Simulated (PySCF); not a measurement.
Numbering as in the mapped SMILES `[CH3:1][O:2][C:3](=[O:4])[c:5]1[cH:6][p:7][cH:8][p:9][c:10]1[SiH3:11]` (H(Xn): hydrogen on atom n).

Computed data (PySCF): σ from GIAO-PBE0/pcSseg-1, geometry: GFN2-xTB. Isolated molecule, relativity neglected, rapidly exchanging positions averaged, single conformer.

Shifts are taken against calculated references (same method and geometry level): TMS for 13C (σref 186.93), 1H (σref 31.72), 29Si (σref 349.16); 17O (σref 336.08) against H2O; 31P (σref 318.38) against H3PO4.

| atoms | nucleus | count | δ (ppm) |
| --- | --- | --- | --- |
| H(Si11) | 1H | 3 | 5.09 |
| C1 | 13C | 1 | ? |
| O2 | 17O | 1 | 178.5 |
| C3 | 13C | 1 | 178.7 |
| H(C1) | 1H | 3 | ? |
| P7 | 31P | 1 | 270.5 |
| C6 | 13C | 1 | ? |
| O4 | 17O | 1 | ? |
| H(C6) | 1H | 1 | 10.45 |
| Si11 | 29Si | 1 | -74.4 |
| P9 | 31P | 1 | 306.8 |
| H(C8) | 1H | 1 | 11.35 |
| C5 | 13C | 1 | 136.7 |
| C10 | 13C | 1 | 181.8 |
| C8 | 13C | 1 | ? |

Question: Fill in the missing shifts.

Answer: 
- C8: 202.9 ppm, aromatic CH
- C6: 161.1 ppm, aromatic CH
- C1: 55.9 ppm, methyl carbon bonded to O; pulled downfield by the heteroatom
- H(C1): 4.35 ppm, hydrogen on a methyl carbon bonded to O; its carbon carries O, hence the downfield position
- O4: 422.1 ppm, ester carbonyl oxygen

Shifts are as computed. Against solution values, carbons near 30 ppm lie about +3 ppm off and those near 130 ppm about +5 ppm. Of 1211 compounds with measured shifts, 218 miss one by over three times the rms of a fit or turn the order of signals round; such compounds aren't used in these exercises. Unscaled 17O shifts of doubly bonded oxygen tend to come out too high, by tens of ppm or more. Experimental scales use liquid or dissolved standards, which lie at an offset from isolated H2O (liquid H2O: subtract about 36 ppm) and H3PO4.
